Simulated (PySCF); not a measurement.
## CeH at ROHF-CCSD(T)

Level: ROHF-CCSD(T). basis Ce x2c-SVPall, H x2c-SVPall; spin-free X2C with a Gaussian nucleus; PySCF 2.14.

- state: doublet, about 1.1 electrons in the 4f shell (Mulliken), real f orbitals that mix terms
- bond length: 2.001 Å
- harmonic wavenumber: 1445 cm⁻¹
- force constant: 1.23 mdyn/Å
- rotational constant Be: 4.208 cm⁻¹
- anharmonicity ωexe: 12.6 cm⁻¹
- vibration–rotation constant αe: 0.0585 cm⁻¹
- well depth De to Ce (4f1 5d1 6s2) + H: 255 kJ/mol
- dissociation energy D0: 246 kJ/mol

Correlated steps freeze 18 core orbitals. Correlated levels converge slowly with the basis: in double zeta they bind strong bonds too weakly, by up to about 1 eV, and carry superposition errors of some tenths. These are scalar-relativistic numbers at best; spin–orbit coupling would shift them, the dissociation energy most. With d or f electrons several states lie close, and the lowest PBE0 determinant need not be the measured ground state.
